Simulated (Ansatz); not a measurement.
`F/C=C\I`, relaxed with RKS PBE0-D4/def2-TZVP in the Gaussian-basis code of Ansatz from a PBE-D4/def2-SVP geometry. The force threshold is 0.005 eV/Å; the program also tests the step.

Charge 0, multiplicity 1. I: def2 effective core potential.

Start:

```xyz
6

F     1.631   -0.639   -0.091
C     0.435   -0.409    0.455
C    -0.538    0.296   -0.140
I    -0.337    1.156   -2.038
H     0.313   -0.857    1.456
H    -1.503    0.452    0.359
```

Question: By how much does the energy fall, and how many steps does the optimiser take? (An estimate is asked.)

Answer: Computed: 3.76 kJ/mol, in 5 steps.

Question: Which bonds change most? (Best estimate.)

Answer: The calculation gave: C3–I4 from 2.094 to 2.062 Å; C2–C3 from 1.341 to 1.319 Å; C2–H5 from 1.104 to 1.085 Å; C3–H6 from 1.098 to 1.080 Å.

Question: Give the relaxed structure. (Estimate.)

Answer: The calculation gave: 
```xyz
6

F     1.610   -0.631   -0.090
C     0.421   -0.402    0.453
C    -0.530    0.293   -0.141
I    -0.335    1.142   -2.010
H     0.312   -0.846    1.436
H    -1.478    0.445    0.353
```
